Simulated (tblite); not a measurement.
CS₂, charge +1, doublet, geometry from GFN2-xTB (a state made from the parent by changing its charge; the spin is typed, not shown lowest); GFN1-xTB in tblite 0.6.0.

tblite was given this input:
```
$ tblite run mol.xyz --method gfn1 --charge 1 --spin 1 --guess eeq --json tblite.json --no-restart

# file mol.xyz
3

S     -0.00000000    -0.00000000    -1.55963386
C      0.00000000     0.00000000     0.00000000
S      0.00000000     0.00000000     1.55963386
```

**Question.** Predict the main parts of the log of this tblite run.

**Answer.** 
```
xTB calculator
 | screened Coulomb repulsion
 | Coulomb electrostatics
 |  * isotropic Klopman-Ohno-Mataga-Nishimoto electrostatics
 |  * onsite third-order electrostatics
 | DFT-D3(BJ) dispersion correction

halogen bonding energy    0.0000000000000E+00 Eh
repulsion energy          8.5209777172290E-02 Eh
dispersion energy        -9.7057006018416E-04 Eh
number of electrons       1.5000000000000E+01 e
integral cutoff           1.9487547202114E+01 bohr

------------------------------------------------------------
  cycle        total energy    energy error   density error
------------------------------------------------------------
      1     -8.579225966241  -8.6634652E+00   4.6790595E-01
      2     -8.505737797786   7.3488168E-02   7.4371226E-01
      3     -8.847228631826  -3.4149083E-01   2.6807912E-01
      4     -8.855064829310  -7.8361975E-03   7.4606483E-02
      5     -8.860058234754  -4.9934054E-03   5.7443597E-04
      6     -8.860057829912   4.0484247E-07   6.4123436E-04
      7     -8.860058287792  -4.5787962E-07   1.5368489E-05
------------------------------------------------------------

electronic energy        -8.9442974949037E+00 Eh
total energy             -8.8600582877916E+00 Eh

Post processing:
 | Mayer-Wiberg bond orders

[Info] JSON dump of results written to 'tblite.json'
```
